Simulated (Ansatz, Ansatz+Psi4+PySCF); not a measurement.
```xyz
2

Mg    0.0000    0.0000   -0.8389
O     0.0000    0.0000    1.2583
```

Basis set: cc-pVTZ on O; cc-pCVTZ on Mg (spherical functions). Frozen core: 2 orbitals. Charge 0, multiplicity 1.

Computed with Ansatz (development build ahead of 0.2.0); each method stands on the lowest determinant of its kind that the runs found. Restricted open shells among the atoms or ions are ROHF, correlated in semicanonical orbitals with singles.

Task: Give the atomization energy at this shape (free ground-state atoms in the same class of orbitals less the molecule, no zero-point energy) of singlet MgO by RHF-CCSD(T), RHF-CCSD, RHF-MP2.

Result:

```json
{"method": "RHF-CCSD(T)", "atomization energy": "1.62 eV"}
{"method": "RHF-CCSD", "atomization energy": "1.10 eV"}
{"method": "RHF-MP2", "atomization energy": "1.48 eV"}
```

Caution: large amplitudes, a single reference is doubtful; stretched shape with no unrestricted run beside it, a lower state can exist; the shape is not the minimum; unrestricted orbitals would lower the determinant. Caution for RHF-CCSD(T), RHF-CCSD: the amplitudes may be one of several solutions.
